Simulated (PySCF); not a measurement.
Delta-SCF ions had no search for a lower state. Excitations are Tamm–Dancoff values on a coarser integration grid. The basis has no diffuse functions, so Rydberg states are missing or too high.

Z-matrix (Å, degrees):
```
N
C 1 1.3390
C 1 1.3390 2 119.24
H 2 1.0932 1 116.21 3 -179.69
H 3 1.0937 1 116.31 2 179.65
C 3 1.3947 5 121.33 1 179.79
H 6 1.0915 3 120.03 5 0.20
C 2 1.3952 4 121.49 1 -179.82
H 8 1.0915 2 119.98 4 -0.16
C 8 1.3963 9 121.38 2 -179.92
H 10 1.0926 8 120.57 9 -0.04
In 1 2.4398 2 121.24 4 1.31
C 12 2.2041 1 96.16 2 105.76
H 13 1.1016 12 111.04 1 -63.64
H 13 1.1020 14 107.96 12 121.80
H 13 1.1021 14 108.43 15 116.49
C 12 2.2057 13 118.41 14 -163.11
H 17 1.1017 12 110.76 13 153.72
H 17 1.1019 18 107.83 12 -121.25
H 17 1.1022 18 108.51 19 -116.16
C 12 2.2062 13 119.19 14 36.38
H 21 1.1020 12 110.31 13 86.13
H 21 1.1022 22 107.52 12 -121.30
H 21 1.1024 22 107.41 23 -116.84
```
Charge 0, spin multiplicity 1.

Question: Predict the total energy, S1–T1 gap (TDA), HOMO–LUMO gap, dipole moment, HOMO, S1 excitation (TDA), vertical ionisation energy (Delta-SCF) and LUMO from PySCF with ωB97X-D3(BJ)/def2-TZVP // B3LYP-D3(BJ)/def2-SVP.

Answer: 
| Quantity | Result |
|---|---|
| total energy | -558.5610 Ha |
| S1–T1 gap (TDA) | 1.23 eV |
| HOMO–LUMO gap | 8.95 eV |
| dipole moment | 1.174 e·Å |
| HOMO | -8.61 eV |
| S1 excitation (TDA) | 5.61 eV |
| vertical ionisation energy (Delta-SCF) | 8.25 eV |
| LUMO | 0.34 eV |
